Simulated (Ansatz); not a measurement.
C₂H₆O₂Si₂, SMILES `O[SiH](O)C#C[SiH3]`. The species carries charge 0 and has multiplicity 1.

Cartesian coordinates in Å:
```
O -0.8226 2.0882 -1.8541
Si -0.1234 1.9989 -0.3791
O -1.0274 2.6095 0.8371
C 0.2213 0.2328 -0.0214
C 0.4290 -0.9413 0.2126
Si 0.7593 -2.7021 0.5683
H -1.3618 1.3525 -2.1463
H 1.0958 2.8176 -0.4328
H -1.7065 2.0566 1.2255
H -0.3140 -3.2279 1.4470
H 2.0711 -2.8226 1.2485
H 0.7792 -3.4620 -0.7053
```

Q: List the harmonic frequencies (cm⁻¹, unscaled) at PBE0-D4/def2-TZVP in Ansatz. (Estimate.)

A: The calculation gave: 19i, 7, 78, 83, 220, 228, 288, 307, 390, 417, 454, 677, 678, 771, 777, 800, 858, 889, 903, 930, 940, 941, 973, 2236, 2244, 2246, 2250, 2315, 3927, 3929.
